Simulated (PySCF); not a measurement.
PySCF input file for SeF₃, SMILES F[Se](F)F, multiplicity 2, TDA-ωB97X/def2-SVPD. Coordinates come from a B3LYP-D3(BJ)/def2-SVP optimisation. The spin state was assumed, not searched. The isomer is the one that the SMILES or the coordinates give; other isomers of the formula were not compared.

```python
import numpy as np
from pyscf import gto, scf, dft, tdscf

mol = gto.M(
    atom='''
    Se    0.04236199    0.28553859   -0.00000000
    F    -0.08487554    0.18613718    1.80526673
    F    -0.08487554    0.18613718   -1.80526673
    F     0.00971688   -1.45097570    0.00000000
    ''',
    basis='def2-SVPD',
    charge=0,
    spin=1,
    max_memory=1600,
    verbose=4,
)
mf = dft.UKS(mol, xc='wb97x').density_fit(auxbasis='def2-universal-jkfit')
mf.grids.level = 3
mf.conv_tol = 1e-9
mf.max_cycle = 100
mf.kernel()
fine, coarse = mf.grids, dft.Grids(mol).set(level=1).build(with_non0tab=True)
for _ in range(3):  # follow internal instabilities
    mf.grids = coarse
    mo, _, stable, _ = mf.stability(return_status=True, nroots=4)
    mf.grids = fine
    if stable:
        break
    mf.kernel(mf.make_rdm1(mo, mf.mo_occ))
mf.grids = dft.Grids(mol).set(level=1).build(with_non0tab=True)  # coarser grid for the response kernel
td = tdscf.TDA(mf)
td.nstates = 10
td.conv_tol = 1e-4
td.positive_eig_threshold = 1e-6
td.kernel(x0=td.get_init_guess(mf, 15))
td.analyze()
```

Log of the run:

```
PySCF version 2.14.0

[INPUT] verbose = 4
[INPUT] num. atoms = 4
[INPUT] num. electrons = 61
[INPUT] charge = 0
[INPUT] spin (= nelec alpha-beta = 2S) = 1
[INPUT] symmetry False subgroup None
[INPUT] Mole.unit = angstrom
[INPUT] Symbol           X                Y                Z      unit          X                Y                Z       unit  Magmom
[INPUT]  1 Se     0.042361990000   0.285538590000   0.000000000000 AA    0.080052559192   0.539589733094   0.000000000000 Bohr   0.0
[INPUT]  2 F     -0.084875540000   0.186137180000   1.805266730000 AA   -0.160391525275   0.351748291799   3.411459701489 Bohr   0.0
[INPUT]  3 F     -0.084875540000   0.186137180000  -1.805266730000 AA   -0.160391525275   0.351748291799  -3.411459701489 Bohr   0.0
[INPUT]  4 F      0.009716880000  -1.450975700000   0.000000000000 AA    0.018362241985  -2.741946686399   0.000000000000 Bohr   0.0

nuclear repulsion = 318.936587976422
number of shells = 42
number of NR pGTOs = 182
number of NR cGTOs = 110
basis = def2-SVPD
ecp = {}


[settings echo left out]
init E= -2699.70134743418
  alpha nocc = 31  HOMO = -0.235141535511101  LUMO = -0.0719155027625824
  beta  nocc = 30  HOMO = -0.417255287682369  LUMO = -0.235141535511104

WARN: HOMO -0.235141535511101 >= LUMO -0.235141535511104

cycle= 1 E= -2700.31198558827  delta_E= -0.611  |g|= 0.658  |ddm|= 1.59
  alpha nocc = 31  HOMO = -0.388390163569715  LUMO = -0.0625172938620659
  beta  nocc = 30  HOMO = -0.402334668883001  LUMO = -0.179494165209985
  HOMO = -0.38839016357  LUMO = -0.17949416521  gap/eV = 5.68435
cycle= 2 E= -2700.22094318885  delta_E= 0.091  |g|= 0.908  |ddm|=  1.2
  alpha nocc = 31  HOMO = -0.429801716096295  LUMO = -0.02830833545723
  beta  nocc = 30  HOMO = -0.488337085424189  LUMO = -0.146314793620284
  HOMO = -0.429801716096  LUMO = -0.14631479362  gap/eV = 7.71407
cycle= 3 E= -2700.48023958512  delta_E= -0.259  |g|= 0.0519  |ddm|= 0.599
  alpha nocc = 31  HOMO = -0.415272020493349  LUMO = -0.0112464282163209
  beta  nocc = 30  HOMO = -0.469659569982471  LUMO = -0.122604731402403
  HOMO = -0.415272020493  LUMO = -0.122604731402  gap/eV = 7.96388
cycle= 4 E= -2700.48110177519  delta_E= -0.000862  |g|= 0.0266  |ddm|= 0.0655
  alpha nocc = 31  HOMO = -0.416126869075272  LUMO = -0.00786523479397427
  beta  nocc = 30  HOMO = -0.47198998025436  LUMO = -0.119485031525305
  HOMO = -0.416126869075  LUMO = -0.119485031525  gap/eV = 8.07204
cycle= 5 E= -2700.48134924302  delta_E= -0.000247  |g|= 0.0108  |ddm|= 0.0243
  alpha nocc = 31  HOMO = -0.417398902318773  LUMO = -0.00875340923088341
  beta  nocc = 30  HOMO = -0.471865773230168  LUMO = -0.119092653421315
  HOMO = -0.417398902319  LUMO = -0.119092653421  gap/eV = 8.11733
cycle= 6 E= -2700.48141061121  delta_E= -6.14e-05  |g|= 0.00307  |ddm|= 0.0114
  alpha nocc = 31  HOMO = -0.417631553313309  LUMO = -0.00874319112884248
  beta  nocc = 30  HOMO = -0.471864675750203  LUMO = -0.119109787042756
  HOMO = -0.417631553313  LUMO = -0.119109787043  gap/eV = 8.12319
cycle= 7 E= -2700.48141909823  delta_E= -8.49e-06  |g|= 0.00111  |ddm|= 0.00522
  alpha nocc = 31  HOMO = -0.417844403743642  LUMO = -0.00889773839286523
  beta  nocc = 30  HOMO = -0.471929315889996  LUMO = -0.119236490884717
  HOMO = -0.417844403744  LUMO = -0.119236490885  gap/eV = 8.12554
cycle= 8 E= -2700.48142206817  delta_E= -2.97e-06  |g|= 0.000371  |ddm|= 0.00421
  alpha nocc = 31  HOMO = -0.41786590278664  LUMO = -0.00888376657647694
  beta  nocc = 30  HOMO = -0.471915599566623  LUMO = -0.119189011014566
  HOMO = -0.417865902787  LUMO = -0.119189011015  gap/eV = 8.12741
cycle= 9 E= -2700.4814225847  delta_E= -5.17e-07  |g|= 0.000127  |ddm|= 0.00207
  alpha nocc = 31  HOMO = -0.417860286011707  LUMO = -0.00887476638430318
  beta  nocc = 30  HOMO = -0.471920629426664  LUMO = -0.119189180998529
  HOMO = -0.417860286012  LUMO = -0.119189180999  gap/eV = 8.12725
cycle= 10 E= -2700.48142264698  delta_E= -6.23e-08  |g|= 5.2e-05  |ddm|= 0.000694
  alpha nocc = 31  HOMO = -0.417857879288054  LUMO = -0.00887265306045038
  beta  nocc = 30  HOMO = -0.471915811855954  LUMO = -0.119187871825305
  HOMO = -0.417857879288  LUMO = -0.119187871825  gap/eV = 8.12722
cycle= 11 E= -2700.48142265896  delta_E= -1.2e-08  |g|= 2.65e-05  |ddm|= 0.000285
  alpha nocc = 31  HOMO = -0.417857364882789  LUMO = -0.0088717405760832
  beta  nocc = 30  HOMO = -0.471917041392697  LUMO = -0.119188101703235
  HOMO = -0.417857364883  LUMO = -0.119188101703  gap/eV = 8.12720
cycle= 12 E= -2700.48142266165  delta_E= -2.69e-09  |g|= 9.6e-06  |ddm|= 0.00015
  alpha nocc = 31  HOMO = -0.417858106378577  LUMO = -0.00887214267686343
  beta  nocc = 30  HOMO = -0.471915882445375  LUMO = -0.11918817706574
  HOMO = -0.417858106379  LUMO = -0.119188177066  gap/eV = 8.12722
cycle= 13 E= -2700.48142266196  delta_E= -3.06e-10  |g|= 5.16e-06  |ddm|= 4.89e-05
  alpha nocc = 31  HOMO = -0.417857949585736  LUMO = -0.00887188228072411
  beta  nocc = 30  HOMO = -0.471916700417714  LUMO = -0.119188135482515
  HOMO = -0.417857949586  LUMO = -0.119188135483  gap/eV = 8.12722
Extra cycle  E= -2700.481422662  delta_E= -4.64e-11  |g|= 5.1e-06  |ddm|= 1.23e-05
converged SCF energy = -2700.481422662  <S^2> = 0.75444792  2S+1 = 2.004443
tot grids = 23232
uhf_internal: lowest eigs of H = [0.22647291 0.29723565 0.33832861 0.35142592]
<class 'pyscf.df.df_jk.DFUKS'> wavefunction is stable in the internal stability analysis
tot grids = 23232
Overwritten attributes  positive_eig_threshold  of <class 'pyscf.tdscf.uks.TDA'>


******** <class 'pyscf.tdscf.uks.TDA'> for <class 'pyscf.df.df_jk.DFUKS'> ********
nstates = 10
deg_eia_thresh = 1.000e-03
wfnsym = None
conv_tol = 0.0001
eigh lindep = 1e-12
eigh level_shift = 0
eigh max_cycle = 100


Excitation energies (eV)
[3.19292226 4.08320563 4.65031263 5.09239638 5.22530529 5.52723048
 5.91949734 6.45158988 6.56857304 6.83458203]

** Excitation energies and oscillator strengths **
Excited State   1:      3.19292 eV    388.31 nm  f=0.0074
      31a ->   32a     -0.19961
      30b ->   31b     -0.97357
Excited State   2:      4.08321 eV    303.64 nm  f=0.0044
      31a ->   32a      0.96083
      31a ->   36a     -0.12078
      30b ->   31b     -0.19920
Excited State   3:      4.65031 eV    266.61 nm  f=0.0000
      29b ->   31b     -0.99169
Excited State   4:      5.09240 eV    243.47 nm  f=0.0004
      26b ->   31b     -0.40848
      27b ->   31b      0.90680
Excited State   5:      5.22531 eV    237.28 nm  f=0.0319
      29a ->   32a     -0.11270
      30a ->   33a     -0.11489
      28b ->   31b      0.96103
Excited State   6:      5.52723 eV    224.32 nm  f=0.0022
      28a ->   32a     -0.15241
      26b ->   31b      0.88138
      27b ->   31b      0.39493
Excited State   7:      5.91950 eV    209.45 nm  f=0.0000
      30a ->   32a      0.67265
      30b ->   32b     -0.70122
      30b ->   36b      0.10713
Excited State   8:      6.45159 eV    192.18 nm  f=0.0008
      31a ->   33a     -0.32938
      31a ->   37a      0.15809
      25b ->   31b      0.92059
Excited State   9:      6.56857 eV    188.75 nm  f=0.0001
      31a ->   33a      0.82943
      31a ->   37a     -0.39533
      25b ->   31b      0.37058
Excited State  10:      6.83458 eV    181.41 nm  f=0.0319
      30a ->   32a      0.66916
      24b ->   31b      0.35851
      30b ->   32b      0.63137

** Transition electric dipole moments (AU) **
state          X           Y           Z        Dip. S.      Osc.
  1        -0.3048      0.0366      0.0000      0.0942      0.0074
  2        -0.2094     -0.0155     -0.0000      0.0441      0.0044
  3         0.0000     -0.0000      0.0157      0.0002      0.0000
  4        -0.0408      0.0350      0.0000      0.0029      0.0004
  5        -0.0000      0.0000      0.4988      0.2488      0.0319
  6        -0.0172      0.1272     -0.0000      0.0165      0.0022
  7         0.0035      0.0005     -0.0000      0.0000      0.0000
  8         0.0000     -0.0000      0.0730      0.0053      0.0008
  9         0.0000      0.0000     -0.0270      0.0007      0.0001
 10         0.0204      0.4359      0.0000      0.1905      0.0319

** Transition velocity dipole moments (imaginary part, AU) **
state          X           Y           Z        Dip. S.      Osc.
  1         0.0395     -0.0081      0.0000      0.0016      0.0093
  2         0.0742     -0.0019      0.0000      0.0055      0.0245
  3        -0.0000     -0.0000     -0.0037      0.0000      0.0001
  4        -0.0016      0.0026     -0.0000      0.0000      0.0000
  5         0.0000     -0.0000     -0.0255      0.0007      0.0023
  6         0.0060     -0.0031      0.0000      0.0000      0.0002
  7        -0.0014      0.0017      0.0000      0.0000      0.0000
  8        -0.0000      0.0000      0.0072      0.0001      0.0001
  9        -0.0000      0.0000     -0.0117      0.0001      0.0004
 10         0.0115      0.0469     -0.0000      0.0023      0.0062

** Transition magnetic dipole moments (imaginary part, AU) **
state          X           Y           Z
  1         0.0000     -0.0000     -0.3222
  2         0.0000     -0.0000     -0.8440
  3         0.0589      0.2071     -0.0000
  4         0.0000      0.0000      0.3219
  5         0.0259      0.0017     -0.0000
  6        -0.0000     -0.0000     -0.0478
  7        -0.0000     -0.0000      0.0235
  8        -0.0374     -0.8595      0.0000
  9         0.0513      0.6230      0.0000
 10        -0.0000     -0.0000     -0.1308
```

Self-consistency was reached.

Cost: very roughly 90 core-seconds.
